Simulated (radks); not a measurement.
The cobalt ion Co9+ is in [Ar]. Method: Dirac Kohn-Sham, BLYP, spin-unpolarised, spherical densities, finite nucleus; Fermi nuclear charge, rms radius of each element as measured or else 0.836 A^(1/3) + 0.57 fm; computed with a radial shooting solver on a logarithmic mesh with Libxc functionals. Sub-shells are occupied by j as written (lower j first in brackets). One electron is removed from 3p3/2, 2p3/2, 3p1/2, 3s1/2 in turn, with full relaxation. Which removal costs least, and what does each cost?

Answer. 3p3/2 275.41 eV; 3p1/2 278.00 eV; 3s1/2 314.88 eV; 2p3/2 1035.8 eV. The 3p3/2 electron leaves first.
